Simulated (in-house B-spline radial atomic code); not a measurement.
Whole-atom quantities along the 20-electron series, configuration 1s2 2s2 2p6 3s2 3p6 3d3/2(2). Breit and QED terms are first order and not part of the total energy; the density at the nucleus is averaged over the nuclear charge. Computed with an all-electron radial atomic-structure program (B-spline basis): Dirac-Hartree-Fock, jj configuration that fills j = l - 1/2 first, finite nuclei.

```json
{"ion": "Nd40+", "Z": "60", "E/Z² (Eh)": "-2.3152", "Σ<r²> (bohr²)": "0.73685", "n(0)/Z³ (bohr⁻³)": "1.9812", "Lamb diamagnetic shielding (ppm)": "5498.78", "repulsion over attraction": "0.063212", "Breit energy (eV)": "205.39", "self-energy (eV)": "174.24", "vacuum polarisation (eV)": "-25.767"}
{"ion": "Pm41+", "Z": "61", "E/Z² (Eh)": "-2.324", "Σ<r²> (bohr²)": "0.70677", "n(0)/Z³ (bohr⁻³)": "2.0439", "Lamb diamagnetic shielding (ppm)": "5614.93", "repulsion over attraction": "0.062153", "Breit energy (eV)": "216.85", "self-energy (eV)": "184.99", "vacuum polarisation (eV)": "-27.753"}
{"ion": "Sm42+", "Z": "62", "E/Z² (Eh)": "-2.3328", "Σ<r²> (bohr²)": "0.67841", "n(0)/Z³ (bohr⁻³)": "2.1023", "Lamb diamagnetic shielding (ppm)": "5732.18", "repulsion over attraction": "0.061125", "Breit energy (eV)": "228.76", "self-energy (eV)": "196.25", "vacuum polarisation (eV)": "-29.863"}
{"ion": "Eu43+", "Z": "63", "E/Z² (Eh)": "-2.3415", "Σ<r²> (bohr²)": "0.65163", "n(0)/Z³ (bohr⁻³)": "2.1724", "Lamb diamagnetic shielding (ppm)": "5850.62", "repulsion over attraction": "0.060124", "Breit energy (eV)": "241.12", "self-energy (eV)": "208.05", "vacuum polarisation (eV)": "-32.114"}
{"ion": "Gd44+", "Z": "64", "E/Z² (Eh)": "-2.3502", "Σ<r²> (bohr²)": "0.62632", "n(0)/Z³ (bohr⁻³)": "2.244", "Lamb diamagnetic shielding (ppm)": "5970.26", "repulsion over attraction": "0.05915", "Breit energy (eV)": "253.95", "self-energy (eV)": "220.39", "vacuum polarisation (eV)": "-34.508"}
{"ion": "Tb45+", "Z": "65", "E/Z² (Eh)": "-2.3588", "Σ<r²> (bohr²)": "0.60237", "n(0)/Z³ (bohr⁻³)": "2.3358", "Lamb diamagnetic shielding (ppm)": "6091.23", "repulsion over attraction": "0.0582", "Breit energy (eV)": "267.25", "self-energy (eV)": "233.3", "vacuum polarisation (eV)": "-37.066"}
{"ion": "Dy46+", "Z": "66", "E/Z² (Eh)": "-2.3675", "Σ<r²> (bohr²)": "0.57969", "n(0)/Z³ (bohr⁻³)": "2.4002", "Lamb diamagnetic shielding (ppm)": "6213.37", "repulsion over attraction": "0.057276", "Breit energy (eV)": "281.05", "self-energy (eV)": "246.81", "vacuum polarisation (eV)": "-39.764"}
{"ion": "Ho47+", "Z": "67", "E/Z² (Eh)": "-2.3761", "Σ<r²> (bohr²)": "0.55819", "n(0)/Z³ (bohr⁻³)": "2.4909", "Lamb diamagnetic shielding (ppm)": "6336.94", "repulsion over attraction": "0.056375", "Breit energy (eV)": "295.34", "self-energy (eV)": "260.93", "vacuum polarisation (eV)": "-42.649"}
{"ion": "Er48+", "Z": "68", "E/Z² (Eh)": "-2.3847", "Σ<r²> (bohr²)": "0.53778", "n(0)/Z³ (bohr⁻³)": "2.5766", "Lamb diamagnetic shielding (ppm)": "6461.88", "repulsion over attraction": "0.055497", "Breit energy (eV)": "310.15", "self-energy (eV)": "275.69", "vacuum polarisation (eV)": "-45.708"}
{"ion": "Tm49+", "Z": "69", "E/Z² (Eh)": "-2.3932", "Σ<r²> (bohr²)": "0.5184", "n(0)/Z³ (bohr⁻³)": "2.6777", "Lamb diamagnetic shielding (ppm)": "6588.31", "repulsion over attraction": "0.054639", "Breit energy (eV)": "325.49", "self-energy (eV)": "291.13", "vacuum polarisation (eV)": "-48.968"}
{"ion": "Yb50+", "Z": "70", "E/Z² (Eh)": "-2.4018", "Σ<r²> (bohr²)": "0.49998", "n(0)/Z³ (bohr⁻³)": "2.7665", "Lamb diamagnetic shielding (ppm)": "6716.17", "repulsion over attraction": "0.053803", "Breit energy (eV)": "341.36", "self-energy (eV)": "307.25", "vacuum polarisation (eV)": "-52.417"}
{"ion": "Lu51+", "Z": "71", "E/Z² (Eh)": "-2.4104", "Σ<r²> (bohr²)": "0.48245", "n(0)/Z³ (bohr⁻³)": "2.8634", "Lamb diamagnetic shielding (ppm)": "6845.6", "repulsion over attraction": "0.052986", "Breit energy (eV)": "357.79", "self-energy (eV)": "324.1", "vacuum polarisation (eV)": "-56.083"}
{"ion": "Hf52+", "Z": "72", "E/Z² (Eh)": "-2.419", "Σ<r²> (bohr²)": "0.46575", "n(0)/Z³ (bohr⁻³)": "2.9797", "Lamb diamagnetic shielding (ppm)": "6976.72", "repulsion over attraction": "0.052187", "Breit energy (eV)": "374.78", "self-energy (eV)": "341.7", "vacuum polarisation (eV)": "-59.992"}
{"ion": "Ta53+", "Z": "73", "E/Z² (Eh)": "-2.4277", "Σ<r²> (bohr²)": "0.44984", "n(0)/Z³ (bohr⁻³)": "3.0973", "Lamb diamagnetic shielding (ppm)": "7109.51", "repulsion over attraction": "0.051406", "Breit energy (eV)": "392.36", "self-energy (eV)": "360.08", "vacuum polarisation (eV)": "-64.139"}
{"ion": "W54+", "Z": "74", "E/Z² (Eh)": "-2.4363", "Σ<r²> (bohr²)": "0.43467", "n(0)/Z³ (bohr⁻³)": "3.219", "Lamb diamagnetic shielding (ppm)": "7244.03", "repulsion over attraction": "0.050643", "Breit energy (eV)": "410.53", "self-energy (eV)": "379.28", "vacuum polarisation (eV)": "-68.541"}
{"ion": "Re55+", "Z": "75", "E/Z² (Eh)": "-2.445", "Σ<r²> (bohr²)": "0.42018", "n(0)/Z³ (bohr⁻³)": "3.3495", "Lamb diamagnetic shielding (ppm)": "7380.38", "repulsion over attraction": "0.049897", "Breit energy (eV)": "429.31", "self-energy (eV)": "399.33", "vacuum polarisation (eV)": "-73.219"}
```

(1) With what power of Z does the column «Σ<r²> (bohr²)» change over this range?

## Answers

(1) A fit of the logarithm of its size against log Z from Z = 60 to 75 has slope -2.52. Unscreened non-relativistic hydrogenic orbitals would give -2.
